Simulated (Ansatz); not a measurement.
Computed with Ansatz on PBE0-D4/def2-TZVP structures; ΔE is electronic, products minus reactants. CBS: MP2 limit from def2 TZ/QZ plus the TZ coupled-cluster correction, frozen cores. DFT in def2-TZVPP. B3LYP here is the variant with VWN-RPA as its local correlation; programs differ in this. HSE06 is defined as in plane-wave codes. For Br, Ga outer-core shells are correlated without core-valence functions, which leaves a few kJ/mol of doubt a bond. Scalar relativity is left out up to krypton. One conformer a species, not always the lowest.

`C[O][Ga]([Br])[O][SiH3]` + `CC(C)Br` → `[SiH3][O][Ga]([Br])[Br]` + `COC(C)C`  (formal exchange of groups at a Ga–O bond)

```
             level  ΔE (kJ/mol)  difference from CCSD(T)/CBS
            PBE-D4        -53.4                         -4.0
         revPBE-D4        -51.9                         -2.5
           BLYP-D4        -47.7                          1.7
         r2SCAN-D4        -55.5                         -6.1
            B97M-V        -58.4                         -9.0
           PBE0-D4        -60.1                        -10.7
          B3LYP-D4        -54.4                         -5.0
          HSE06-D4        -60.1                        -10.7
          BHLYP-D4        -62.3                        -12.9
      CAM-B3LYP-D4        -57.3                         -7.9
           ωB97X-V        -57.2                         -7.8
           ωB97M-V        -57.9                         -8.5
            B2PLYP        -50.9                         -1.5
          PBE-QIDH        -57.0                         -7.6
               PBE        -53.5                         -4.1
            revPBE        -50.9                         -1.5
              BLYP        -48.3                          1.1
            r2SCAN        -55.4                         -6.0
              PBE0        -60.2                        -10.8
             B3LYP        -54.9                         -5.5
           r2SCANh        -57.7                         -8.3
           r2SCAN0        -60.9                        -11.5
             HSE06        -60.1                        -10.7
             BHLYP        -62.4                        -13.0
         CAM-B3LYP        -57.3                         -7.9
           LC-ωPBE        -57.2                         -7.8
RPA@PBE/def2-TZVPP        -45.7                          3.7
       HF/def2-SVP        -77.4                        -28.0
      MP2/def2-SVP        -59.2                         -9.8
     CCSD/def2-SVP        -66.0                        -16.6
  CCSD(T)/def2-SVP        -64.2                        -14.8
     HF/def2-TZVPP        -68.5                        -19.1
SCS-MP2/def2-TZVPP        -45.0                          4.4
   CCSD/def2-TZVPP        -52.2                         -2.8
CCSD(T)/def2-TZVPP        -49.7                         -0.3
     HF/def2-QZVPP        -67.2                        -17.8
    MP2/def2-QZVPP        -44.1                          5.3
SCS-MP2/def2-QZVPP        -44.3                          5.1
     MP2/CBS(def2)        -44.5                          4.9
    CCSD/CBS(def2)        -51.9                         -2.5
       CCSD(T)/CBS        -49.4                            0
```

Largest T1 diagnostic among the species: 0.012.

From BLYP to BHLYP (50 % exact exchange), in def2-TZVPP and without D4, ΔE moves by −14.0 kJ/mol. Leaving LDA and LC-ωPBE aside and taking each functional with its dispersion term where it has one, the values spread over 14.6 kJ/mol, from BHLYP-D4 to BLYP-D4. LDA lies −7.1 kJ/mol from PBE without D4. In def2-TZVPP, CCSD(T) changes the Hartree–Fock value by +18.9 kJ/mol (the triples alone add +2.5 kJ/mol) and MP2 by +23.8 kJ/mol.
